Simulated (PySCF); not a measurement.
Hf²⁺ (hafnium, charge +2) across methods

[Xe] 4f14 5d2, high-spin 3F determinant. Computed with PySCF 2.14 in aug-cc-pVTZ-PP with one added diffuse shell each of s, p, d, f, g type with ECP60MDF (7s7p6d4f3g, 113 functions), with a scalar-relativistic core potential.

```
 method  E (hartree)  mean ε 5p α (eV)  mean ε 5p β (eV)  mean ε 5d α (eV)  Σ⟨r²⟩ (bohr²)   ⟨S²⟩
r2SCANh     -47.6696           -52.185           -50.689           -18.379          25.87  2.002
    LDA     -47.4947           -50.283           -49.193           -17.631          26.25  2.000
    UHF    -47.25233           -59.322           -56.519           -22.014          25.91  2.004
 r2SCAN     -47.6827           -51.331           -49.955           -17.909          25.90  2.002
   PBE0     -47.6508           -52.833           -51.338           -18.940          25.93  2.001
   TPSS     -47.6656           -50.581           -49.403           -17.713          25.99  2.001
```

Question: Estimate the same row for CAM-B3LYP.

Answer: E (hartree) = -47.6159; mean ε 5p α (eV) = -54.303; mean ε 5p β (eV) = -52.847; mean ε 5d α (eV) = -20.206; Σ⟨r²⟩ (bohr²) = 26.00; ⟨S²⟩ = 2.001.

Energies and moments cover only the electrons outside the core potential. Spin-orbit coupling, absent here, splits the open shell strongly.
